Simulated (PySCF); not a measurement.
**Dipole moment and polarisability of `Cc1cc(F)c(C)nn1`**

Species: C6H7FN2.
Structure used (GFN2-xTB), in Å, numbered top down from 1:
```xyz
16
C6H7FN2 angstrom
C      2.8141   -0.3263   -0.3669
C      1.3333   -0.2055   -0.2280
C      0.7557    0.6807    0.6945
C     -0.6159    0.7065    0.7347
F     -1.2599    1.5249    1.5881
C     -1.3488   -0.1304   -0.1223
C     -2.8392   -0.1482   -0.1244
N     -0.7085   -0.9286   -0.9551
N      0.5881   -0.9661   -1.0085
H      3.2454    0.6330   -0.6472
H      3.2576   -0.6336    0.5785
H      3.0447   -1.0626   -1.1305
H      1.3521    1.3088    1.3377
H     -3.2123   -0.4208    0.8618
H     -3.2244    0.8420   -0.3636
H     -3.1896   -0.8649   -0.8601
```

Level: PBE0/def2-SVPD (PySCF), static field, nuclei fixed, core orbitals frozen in the response. The polarisability tensor in these axes (au):

```
x   114.17  -1.75  -2.43
y    -1.75  68.32  14.79
z    -2.43  14.79  69.36
```

Question: What are the eigenvalues, a third of the trace, and Δα (Δα² = ½Σ(αi − αj)² over the three pairs)?

Answer: Principal values 54.04, 83.35 and 114.45 au; mean 83.95 au = 12.44 Å³ = 13.84 × 10⁻⁴⁰ C²·m²/J; Δα = 52.33 au (62 % of the mean).

Question: What is the dipole moment, and where does it point?

Answer: (0.89, 1.78, 1.83) D, 2.70 D in size, pointing from the negative to the positive side. Measured along this direction, the outermost atoms are H16 at the negative end and H13 at the positive end.

Question: Find the Langevin capture rate constant for NH4+ (18.034 u) meeting this molecule (126.059 u), k = 2.342 × 10⁻⁹ cm³/s × √(α in Å³ / reduced mass in u).

Answer: The reduced mass is 15.78 u, so k = 2.08 × 10⁻⁹ cm³/s. The formula leaves out the permanent dipole, which adds to the capture rate.

Question: In TDDFT the mean static polarisability is Σ f/ω² over all singlet excitations (ω in hartree). How much of it do the 8 lowest give? Their energies (eV) and oscillator strengths: 3.61, 0.0028; 4.22, 0.0002; 5.52, 0.0387; 5.94, 0.0004; 6.32, 0.0198; 6.42, 0.0469; 6.57, 0.0047; 6.70, 0.0115.

Answer: They add up to 2.59 au, 3.1 % of the 83.95 au; the largest single term is 0.94 au, from the state at 5.52 eV. Terms in order: 0.16, 0.01, 0.94, 0.01, 0.37, 0.84, 0.08, 0.19 au. Higher excitations give the rest. The strengths listed sum to 0.125.

Question: Orientational against electronic polarisability at 298 K (dilute gas, rigid molecules)?

Answer: In Gaussian units μ²/3kT = 59.10 Å³ against 12.44 Å³, a ratio of 4.75; the Debye molar polarisation (4π/3)N_A(α + μ²/3kT) is 180.5 cm³/mol, leaving out the vibrational part.

Geometry: GFN2-xTB; no solvent, vibrations or thermal averaging.

The run behind these numbers computed excited states as well. On an Arm Neoverse V1 with one thread, no GPU, shared host, this took 53 s wall (with the writing of density and orbital grids) and 0.92 GiB of memory at its peak.
